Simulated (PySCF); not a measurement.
Mo (molybdenum, neutral) across methods

[Kr] 4d4 5s2, high-spin 5D determinant (an excited configuration). Computed with PySCF 2.14 in def2-TZVPPD with the def2 core potential (28 electrons) (6s4p3d2f1g, 56 functions), with scalar relativity through the core potential.

```tsv
method	E (hartree)	mean ε 4d α (eV)	mean ε 5s α (eV)	mean ε 5s β (eV)	Σ⟨r²⟩ (bohr²)	⟨S²⟩
PBE0	-68.0291	-7.777	-5.849	-4.799	56.70	6.011
r2SCAN	-68.0683	-6.710	-5.417	-4.272	56.78	6.027
PBE	-68.0518	-6.100	-5.158	-4.152	56.19	6.009
UHF	-67.48594	-12.201	-7.238	-5.631	59.98	6.032
CAM-B3LYP	-67.9973	-9.101	-6.789	-5.944	57.01	6.007
BP86	-68.1204	-6.151	-5.293	-4.333	55.97	6.009
B3LYP	-68.0689	-7.419	-5.691	-4.873	56.86	6.008
LDA	-67.8796	-6.288	-5.452	-4.421	56.39	6.009
wB97M-V	-67.9593	-10.169	-7.589	-6.688	57.13	6.006
```

Energies and moments cover only the electrons outside the core potential.
